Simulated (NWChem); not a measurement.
Everything below was run with NWChem. System: C3H5ClSi, charge 0, spin multiplicity 1, displaced from the optimised geometry. The structure started from a generated list of species. Level: PBE/def2-SVP.

Job file:

```
start mol
memory heap 200 mb stack 800 mb global 1000 mb
geometry units angstroms nocenter noautoz noautosym
  C      2.394757    -1.580112     0.202070
  C      1.354052    -0.969856    -0.092987
  Si    -0.228191    -0.079083    -0.549123
  C     -1.748219    -1.163061    -0.156714
  Cl    -0.339670     1.726920     0.573898
  H      3.315863    -2.115009     0.463548
  H     -0.170117     0.306263    -2.013367
  H     -2.696991    -0.620349    -0.416158
  H     -1.775369    -1.426713     0.934558
  H     -1.707874    -2.116504    -0.751352
end
basis spherical
  * library def2-svp
end
basis "cd basis" spherical
  * library weigend_coulomb_fitting
end
dft
  xc xpbe96 cpbe96
  semidirect memsize 60000000 filesize 0
  iterations 100
end
task dft gradient
```

NWChem printed:

```
             Northwest Computational Chemistry Package (NWChem) 7.3.0
             --------------------------------------------------------

                                NWChem Input Module
                                -------------------

 Scaling coordinates for geometry "geometry" by  1.889725989
 (inverse scale =  0.529177249)

                             Geometry "geometry" -> ""
                             -------------------------

 Output coordinates in angstroms (scale by  1.889725989 to convert to a.u.)

  No.       Tag          Charge          X              Y              Z
 ---- ---------------- ---------- -------------- -------------- --------------
    1 C                    6.0000     2.39475700    -1.58011200     0.20207000
    2 C                    6.0000     1.35405200    -0.96985600    -0.09298700
    3 Si                  14.0000    -0.22819100    -0.07908300    -0.54912300
    4 C                    6.0000    -1.74821900    -1.16306100    -0.15671400
    5 Cl                  17.0000    -0.33967000     1.72692000     0.57389800
    6 H                    1.0000     3.31586300    -2.11500900     0.46354800
    7 H                    1.0000    -0.17011700     0.30626300    -2.01336700
    8 H                    1.0000    -2.69699100    -0.62034900    -0.41615800
    9 H                    1.0000    -1.77536900    -1.42671300     0.93455800
   10 H                    1.0000    -1.70787400    -2.11650400    -0.75135200

 Effective nuclear repulsion energy (a.u.)     242.3803830707

            Nuclear Dipole moment (a.u.)
            ----------------------------
        X                 Y               Z
 ---------------- ---------------- ----------------
    -0.0000226767    -0.0000151178    -0.0000245664


 Summary of "ao basis" -> "" (spherical)
 ------------------------------------------------------------------------------
       Tag                 Description            Shells   Functions and Types
 ---------------- ------------------------------  ------  ---------------------
 *                          def2-svp                  on all atoms

 Summary of "cd basis" -> "" (spherical)
 ------------------------------------------------------------------------------
       Tag                 Description            Shells   Functions and Types
 ---------------- ------------------------------  ------  ---------------------
 *                  weigend_coulomb_fitting           on all atoms

  pbe96 is a nonlocal functional; adding pw91lda local functional.

                                 NWChem DFT Module
                                 -----------------

 Summary of "ao basis" -> "ao basis" (spherical)
 ------------------------------------------------------------------------------
       Tag                 Description            Shells   Functions and Types
 ---------------- ------------------------------  ------  ---------------------
 C                          def2-svp                 6       14   3s2p1d
 Si                         def2-svp                 8       18   4s3p1d
 Cl                         def2-svp                 8       18   4s3p1d
 H                          def2-svp                 3        5   2s1p

 Summary of "cd basis" -> "cd basis" (spherical)
 ------------------------------------------------------------------------------
       Tag                 Description            Shells   Functions and Types
 ---------------- ------------------------------  ------  ---------------------
[...]
 Vector   30  Occ=0.000000D+00  E= 2.157824D-02
              MO Center= -4.1D-01,  3.2D-02, -5.5D-01, r^2= 5.0D+00
   Bfn.  Coefficient  Atom+Function         Bfn.  Coefficient  Atom+Function
  ----- ------------  ---------------      ----- ------------  ---------------
    49      0.846601   4 C  s                85      0.695601   7 H  s
    31     -0.638862   3 Si s                39      0.629226   3 Si px
    40     -0.585538   3 Si py              100     -0.472700  10 H  s
    32     -0.421500   3 Si s                72     -0.312262   5 Cl py
    73     -0.304594   5 Cl pz               64      0.299228   5 Cl s

 center of mass
 --------------
 x =   0.04882914 y =   0.13812474 z =   0.04247929

 moments of inertia (a.u.)
 ------------------
         712.991706957722         200.727348342974         -24.492933067439
         200.727348342974         657.750658249433        -121.588791595674
         -24.492933067439        -121.588791595674        1179.940993220879

     Multipole analysis of the density
     ---------------------------------

     L   x y z        total         alpha         beta         nuclear
     -   - - -        -----         -----         ----         -------
     0   0 0 0     -0.000000    -27.000000    -27.000000     54.000000

     1   1 0 0     -0.071589     -0.035783     -0.035783     -0.000023
     1   0 1 0     -0.763695     -0.381840     -0.381840     -0.000015
     1   0 0 1     -0.159605     -0.079790     -0.079790     -0.000025

     2   2 0 0    -28.661753   -176.464918   -176.464918    324.268083
     2   1 1 0     -1.569273     48.044869     48.044869    -97.659011
     2   1 0 1      1.277701     -8.035532     -8.035532     17.348765
     2   0 2 0    -32.944470   -178.943802   -178.943802    324.943135
     2   0 1 1     -0.764487    -29.117241    -29.117241     57.469995
     2   0 0 2    -33.395187    -45.524072    -45.524072     57.652958

            General Information
            -------------------
          SCF calculation type: DFT
          Wavefunction type:  closed shell.
          No. of atoms     :    10
          No. of electrons :    54
           Alpha electrons :    27
            Beta electrons :    27
          Charge           :     0
          Spin multiplicity:     1
          Use of symmetry is: off; symmetry adaption is: off
          Maximum number of iterations: 100
          AO basis - number of functions:   103
                     number of shells:    49
          A Charge density fitting basis will be used.
          CD basis - number of functions:   304
                     number of shells:   104
          Convergence on energy requested:  1.00D-06
          Convergence on density requested:  1.00D-05
          Convergence on gradient requested:  5.00D-04

              XC Information
              --------------
          PerdewBurkeErnzerhof Exchange Functional  1.000
            Perdew 1991 LDA Correlation Functional  1.000 local
           PerdewBurkeErnz. Correlation Functional  1.000 non-local

             Grid Information
             ----------------
          Grid used for XC integration:  medium
          Radial quadrature: Mura-Knowles
          Angular quadrature: Lebedev.
          Tag              B.-S. Rad. Rad. Pts. Rad. Cut. Ang. Pts.
          ---              ---------- --------- --------- ---------
          C                   0.70       49          12.0       434
          Si                  1.10       88          11.0       590
          Cl                  1.00       88          13.0       590
          H                   0.35       45          14.0       434
          Grid pruning is: on
          Number of quadrature shells:   548
          Spatial weights used:  Erf1

          Convergence Information
          -----------------------
          Convergence aids based upon iterative change in
          total energy or number of iterations.
          Levelshifting, if invoked, occurs when the
          HOMO/LUMO gap drops below (HL_TOL):  1.00D-02
          DIIS, if invoked, will attempt to extrapolate
          using up to (NFOCK): 10 stored Fock matrices.

                    Damping( 0%)  Levelshifting(0.5)       DIIS
                  --------------- ------------------- ---------------
          dE  on:    start            ASAP                start
          dE off:    2 iters        100 iters           100 iters

      Screening Tolerance Information
      -------------------------------
          Density screening/tol_rho:  1.00D-10
          AO Gaussian exp screening on grid/accAOfunc:  14
          CD Gaussian exp screening on grid/accCDfunc:  20
          XC Gaussian exp screening on grid/accXCfunc:  20
          Schwarz screening/accCoul:  1.00D-08

  int_init: cando_txs set to always be  F
  intd_init: cando_txs set to always be  F

                            NWChem DFT Gradient Module
                            --------------------------

  charge          =   0.00
  wavefunction    = closed shell

                         DFT ENERGY GRADIENTS

    atom               coordinates                        gradient
                 x          y          z           x          y          z
   1 C       4.525435  -2.985979   0.381857    0.011732  -0.006914   0.003314
   2 C       2.558787  -1.832762  -0.175720   -0.008019   0.004898  -0.002459
   3 Si     -0.431218  -0.149445  -1.037692   -0.001727   0.001324  -0.006164
   4 C      -3.303655  -2.197867  -0.296147   -0.000660  -0.000354  -0.000377
   5 Cl     -0.641883   3.263406   1.084510   -0.000745   0.010782   0.006439
   6 H       6.266072  -3.996787   0.875979    0.008205  -0.004766   0.002337
   7 H      -0.321475   0.578753  -3.804712   -0.000110   0.001238  -0.005324
   8 H      -5.096574  -1.172290  -0.786425   -0.007924   0.003922  -0.001965
   9 H      -3.354961  -2.696097   1.766059   -0.000561  -0.002347   0.008755
  10 H      -3.227414  -3.999613  -1.419849   -0.000191  -0.007784  -0.004556

                 ----------------------------------------
                 |  Time  |  1-e(secs)   |  2-e(secs)   |
                 ----------------------------------------
                 |  CPU   |       0.01   |       0.00   |
                 ----------------------------------------
                 |  WALL  |       0.01   |       0.00   |
                 ----------------------------------------

 Task  times  cpu:        9.4s     wall:        9.4s

 Total times  cpu:        9.4s     wall:        9.4s
```
